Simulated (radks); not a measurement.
The numbers below are computed, except where a source is named.
Spin polarisation of the 4f5 shell in Pm. Start: [Xe] 4f(up 2.5, down 2.5) 6s2; electrons of 4f are moved from spin down to spin up, other shells keep equal spins. Code: a radial shooting solver on a logarithmic mesh with Libxc functionals. Model: non-relativistic Kohn-Sham, PBE, spin-polarised, spherical densities, point nucleus.

moment (Bohr magnetons)  E - E(0) (eV)  e(4f up) (eV)  e(4f down) (eV)  6s down minus up (eV)  5p down minus up (eV)
0                                0.000         -5.230           -5.230                  0.000                  0.000
1                               -0.175         -5.560           -4.861                  0.029                  0.307
2                               -0.699         -5.850           -4.454                  0.058                  0.615
3                               -1.571         -6.098           -4.007                  0.088                  0.925
4                               -2.789         -6.301           -3.520                  0.119                  1.238
5                               -4.351         -6.452           -2.988                  0.151                  1.555

At moment 5 the spin-polarisation energy is -4.351 eV and the 4f exchange splitting 3.465 eV, that is 0.693 eV per Bohr magneton; E = -I m^2/4 would give I = 0.696 eV.
